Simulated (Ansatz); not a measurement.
Geometry optimisation of Na₃Sn₅⁻.

```yaml
crystal:
  periodic: [false, false, false]
  atoms:
    - {symbol: Na, position_ang: [0.652860, 2.304410, 1.454750]}
    - {symbol: Na, position_ang: [-1.832750, 1.876230, 3.026890]}
    - {symbol: Na, position_ang: [-0.813180, -0.863200, 2.539110]}
    - {symbol: Sn, position_ang: [-1.321640, -0.445910, -2.726630]}
    - {symbol: Sn, position_ang: [0.240320, -2.332860, -1.497750]}
    - {symbol: Sn, position_ang: [1.311130, 0.259400, -2.466760]}
    - {symbol: Sn, position_ang: [2.202700, -0.954430, -0.182580]}
    - {symbol: Sn, position_ang: [-0.439440, 0.156360, -0.147030]}
basis:
  gaussian: {orbitals: def2-SVPD}
total_charge: -1
hamiltonian: {xc: r2scan, dispersion: d4}
scf: {lower_state_search: "off"}
output: {orbitals: {seedname: orbitals}}
relax: {f_tol: 0.02, max_steps: 100}
```

```sh
$ ansatz run in.yaml --threads 4 --pin off --events-out ev --progress --plain --max-ram 4787MiB
```

Output, abridged:

```
Functional definition: r2SCAN
mean field -42416.87456862 eV, -1558.7913892065 hartree, gradient 4.4e-6 eV, S^2 0.000000; 0 other end points of the search recorded, 0 dependent functions left out
relax step   1: F+E_penalty+E_count = -42416.98041209 eV  Δ(F+E_penalty+E_count) = +0.000e0 eV  max|allowed force component| = 2.081e0 eV/Å  Δτ_max = 0.0000 Å  (21 SCF iters, accepted)
mean field -42417.43316726 eV, -1558.8119173280 hartree, gradient 1.8e-6 eV, S^2 0.000000; 0 other end points of the search recorded, 0 dependent functions left out
relax step   2: F+E_penalty+E_count = -42417.54341157 eV  Δ(F+E_penalty+E_count) = -5.630e-1 eV  max|allowed force component| = 7.327e-1 eV/Å  Δτ_max = 0.1949 Å  (29 SCF iters, accepted)
mean field -42417.68970086 eV, -1558.8213447640 hartree, gradient 8.2e-6 eV, S^2 0.000000; 0 other end points of the search recorded, 0 dependent functions left out
relax step   3: F+E_penalty+E_count = -42417.79743741 eV  Δ(F+E_penalty+E_count) = -2.540e-1 eV  max|allowed force component| = 3.342e-1 eV/Å  Δτ_max = 0.1944 Å  (25 SCF iters, accepted)
mean field -42417.90375159 eV, -1558.8292109832 hartree, gradient 2.8e-6 eV, S^2 0.000000; 0 other end points of the search recorded, 0 dependent functions left out
relax step   4: F+E_penalty+E_count = -42418.00771074 eV  Δ(F+E_penalty+E_count) = -2.103e-1 eV  max|allowed force component| = 1.656e-1 eV/Å  Δτ_max = 0.1951 Å  (31 SCF iters, accepted)
mean field -42417.97036591 eV, -1558.8316590141 hartree, gradient 2.2e-6 eV, S^2 0.000000; 0 other end points of the search recorded, 0 dependent functions left out
relax step   5: F+E_penalty+E_count = -42418.07414636 eV  Δ(F+E_penalty+E_count) = -6.644e-2 eV  max|allowed force component| = 1.333e-1 eV/Å  Δτ_max = 0.1947 Å  (30 SCF iters, accepted)
mean field -42418.00126370 eV, -1558.8327944872 hartree, gradient 1.8e-6 eV, S^2 0.000000; 0 other end points of the search recorded, 0 dependent functions left out
relax step   6: F+E_penalty+E_count = -42418.10473180 eV  Δ(F+E_penalty+E_count) = -3.059e-2 eV  max|allowed force component| = 1.151e-1 eV/Å  Δτ_max = 0.2000 Å  (31 SCF iters, accepted)
mean field -42418.04059826 eV, -1558.8342400053 hartree, gradient 1.8e-6 eV, S^2 0.000000; 0 other end points of the search recorded, 0 dependent functions left out
relax step   7: F+E_penalty+E_count = -42418.14369643 eV  Δ(F+E_penalty+E_count) = -3.896e-2 eV  max|allowed force component| = 1.645e-1 eV/Å  Δτ_max = 0.1961 Å  (31 SCF iters, accepted)
mean field -42418.07783586 eV, -1558.8356084621 hartree, gradient 1.8e-6 eV, S^2 0.000000; 0 other end points of the search recorded, 0 dependent functions left out
relax step   8: F+E_penalty+E_count = -42418.18034800 eV  Δ(F+E_penalty+E_count) = -3.665e-2 eV  max|allowed force component| = 2.038e-1 eV/Å  Δτ_max = 0.1962 Å  (31 SCF iters, accepted)
mean field -42418.11227300 eV, -1558.8368740035 hartree, gradient 6.0e-6 eV, S^2 0.000000; 0 other end points of the search recorded, 0 dependent functions left out
relax step   9: F+E_penalty+E_count = -42418.21393325 eV  Δ(F+E_penalty+E_count) = -3.359e-2 eV  max|allowed force component| = 1.264e-1 eV/Å  Δτ_max = 0.1945 Å  (25 SCF iters, accepted)
mean field -42418.14323175 eV, -1558.8380117166 hartree, gradient 1.7e-6 eV, S^2 0.000000; 0 other end points of the search recorded, 0 dependent functions left out
relax step  10: F+E_penalty+E_count = -42418.24440152 eV  Δ(F+E_penalty+E_count) = -3.047e-2 eV  max|allowed force component| = 5.122e-2 eV/Å  Δτ_max = 0.1951 Å  (24 SCF iters, accepted)
mean field -42418.16327545 eV, -1558.8387483091 hartree, gradient 1.9e-6 eV, S^2 0.000000; 0 other end points of the search recorded, 0 dependent functions left out
relax step  11: F+E_penalty+E_count = -42418.26386811 eV  Δ(F+E_penalty+E_count) = -1.947e-2 eV  max|allowed force component| = 3.616e-2 eV/Å  Δτ_max = 0.1937 Å  (24 SCF iters, accepted)
mean field -42418.17969363 eV, -1558.8393516662 hartree, gradient 2.2e-6 eV, S^2 0.000000; 0 other end points of the search recorded, 0 dependent functions left out
relax step  12: F+E_penalty+E_count = -42418.28011816 eV  Δ(F+E_penalty+E_count) = -1.625e-2 eV  max|allowed force component| = 2.896e-2 eV/Å  Δτ_max = 0.1989 Å  (24 SCF iters, accepted)
mean field -42418.18962192 eV, -1558.8397165240 hartree, gradient 1.5e-6 eV, S^2 0.000000; 0 other end points of the search recorded, 0 dependent functions left out
relax step  13: F+E_penalty+E_count = -42418.28970347 eV  Δ(F+E_penalty+E_count) = -9.585e-3 eV  max|allowed force component| = 5.324e-2 eV/Å  Δτ_max = 0.1977 Å  (24 SCF iters, accepted)
mean field -42418.19345018 eV, -1558.8398572098 hartree, gradient 2.3e-6 eV, S^2 0.000000; 0 other end points of the search recorded, 0 dependent functions left out
relax step  14: F+E_penalty+E_count = -42418.29350968 eV  Δ(F+E_penalty+E_count) = -3.806e-3 eV  max|allowed force component| = 3.963e-2 eV/Å  Δτ_max = 0.1950 Å  (24 SCF iters, accepted)
mean field -42418.19522709 eV, -1558.8399225103 hartree, gradient 2.6e-6 eV, S^2 0.000000; 0 other end points of the search recorded, 0 dependent functions left out
relax step  15: F+E_penalty+E_count = -42418.29536588 eV  Δ(F+E_penalty+E_count) = -1.856e-3 eV  max|allowed force component| = 2.083e-2 eV/Å  Δτ_max = 0.0268 Å  (24 SCF iters, accepted)
mean field -42418.19571635 eV, -1558.8399404902 hartree, gradient 2.7e-6 eV, S^2 0.000000; 0 other end points of the search recorded, 0 dependent functions left out
relax step  16: F+E_penalty+E_count = -42418.29590148 eV  Δ(F+E_penalty+E_count) = -5.356e-4 eV  max|allowed force component| = 9.948e-3 eV/Å  Δτ_max = 0.0251 Å  (24 SCF iters, accepted)
Total energy: -42418.29591996 eV, -1558.8436229050 hartree
Atom 0 at     0.497011     2.154966     1.603482 Å, force    -0.003888     0.001138     0.004463 eV/Å
Atom 1 at    -1.436788     1.568303     4.518906 Å, force     0.002991    -0.002752    -0.005897 eV/Å
Atom 2 at    -1.160898    -0.753091     1.628154 Å, force     0.001386     0.003950     0.008205 eV/Å
Atom 3 at    -1.159980    -1.047849    -3.160574 Å, force     0.009948     0.003837     0.007321 eV/Å
Atom 4 at     0.120759    -2.240012    -0.833319 Å, force    -0.002372     0.000026     0.000545 eV/Å
Atom 5 at     1.679784    -0.350182    -2.764107 Å, force     0.001505     0.000945    -0.004122 eV/Å
Atom 6 at     2.015176    -0.206848     0.080715 Å, force    -0.008126    -0.004277    -0.005777 eV/Å
Atom 7 at    -0.555063     0.874712    -1.073258 Å, force    -0.001445    -0.002867    -0.004739 eV/Å
Dipole moment:     0.091336     0.002205    -0.193273 e Å
Checks for a lower state left out: stability, starts, cluster_reference, orbital_swaps, neighbouring_geometries, increment
```

Hardware: 4 threads of Arm Neoverse V1 on a shared host. Wall time 3.2 min.

In the def2 sets Sn takes a core potential; there is no spin–orbit coupling. The restricted singlet is unstable towards broken spin symmetry in Hartree–Fock (as tested in another run); at r2SCAN-D4/def2-SVPD this wasn't settled. Another isomer (singlet) lies 0.20 eV lower at PBE0-D4/def2-SVP; other spin states weren't run for this one.
